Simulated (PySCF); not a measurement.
Relaxation of singlet H₂CeO

All numbers come from PySCF, PBE0, basis Ce def2-SVP with ECP28, O def2-SVP, H def2-SVP (scalar-relativistic core potentials, no spin–orbit coupling, density fitting). A (50,194) grid was used.

A hand-made T-shaped (ligand arrangement 2) start, of C2v symmetry, held to at least that symmetry:

Coordinates in bohr (charge 0 multiplicity 1):
```
Ce    0.0000    0.0000   -0.3730
O     0.0000    0.0000    3.2931
H     3.6827    0.0000   -0.2443
H    -3.6827    0.0000   -0.2443
```

Optimiser trace:
```csv
step,E − E(last) (kJ/mol),largest gradient (Eh/bohr)
0,122.03,0.11697
1,62.70,0.04283
2,54.13,0.03124
3,49.53,0.01003
4,44.40,0.01164
5,42.30,0.01227
6,40.00,0.00905
7,35.51,0.01414
8,28.87,0.01612
9,12.65,0.02693
10,1.64,0.01328
11,1.51,0.00616
12,0.06,0.00221
13,0.00,0.00052
14,0.00,0.00002
```

It ends at C2v with Ce–H 2.055 Å (×2), Ce–O 1.760 Å; H–Ce–H 110.8°, H–Ce–O 124.6° (×2). A frequency run shows 1 imaginary mode, down to 156i cm⁻¹, so it is a saddle point. Other isomers or separated fragments may lie lower.

Final geometry:
Coordinates in bohr (charge 0 multiplicity 1):
```
Ce    0.0000    0.0000   -0.3086
O     0.0000    0.0000    3.0175
H     3.1968    0.0000   -2.5121
H    -3.1968    0.0000   -2.5121
```

Stability towards spin polarisation was not tested.

The relaxation took 47 s on 2 threads of a shared Arm Neoverse V2 host, with 102 basis functions and 15 gradients; the process peaked at 0.85 GiB.
